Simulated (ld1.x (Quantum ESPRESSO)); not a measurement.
Transferability test, RRKJ potential for osmium (Os)

osmium (Os), norm-conserving RRKJ (Kleinman–Bylander form), made with ld1.x (Quantum ESPRESSO) 7.5 (BP86, fully relativistic). Core [Xe] 4f14, reference 5d6 6s2 6p0. Waves: 6s (bound): rc 2.20 bohr; 5d (bound): rc 1.65 bohr; 6p (bound, empty): rc 3.15 bohr. Local part: the p channel. Core correction: a·sin(br)/r model core inside 1.60 bohr. rho0 = 0.001.

Open shells are filled in proportion to 2j + 1 (rel_dist='average').

Energies are relative to the spin-unpolarised reference configuration 5d6 6s2 6p0; without spin polarisation the order of configurations can differ from experiment. The p channel is local and has no spin–orbit splitting in the pseudo-atom.

| valence configuration | charge | ΔE all-electron (eV) | error AE − PS (meV) |
| --- | --- | --- | --- |
| 5d6 6s1 6p0 | +1 | 9.767 | -10 |
| 5d6 6s0 6p0 | +2 | 26.864 | -63 |
| 5d6 6s0 6p2 | 0 | 10.413 | -91 |
| 5d6 6s1.5 6p0 | +0.5 | 4.005 | -2.2 |
| 5d5 6s2 6p0 | +1 | 11.223 | -87 |

What are ΔE and the potential's error for 5d4 6s0 6p0?

ΔE = 97.405 eV all-electron; the error (AE − PS) is -839 meV.

What are ΔE and the potential's error for 5d5 6s0 6p0?

ΔE = 55.833 eV all-electron; the error (AE − PS) is -262 meV.
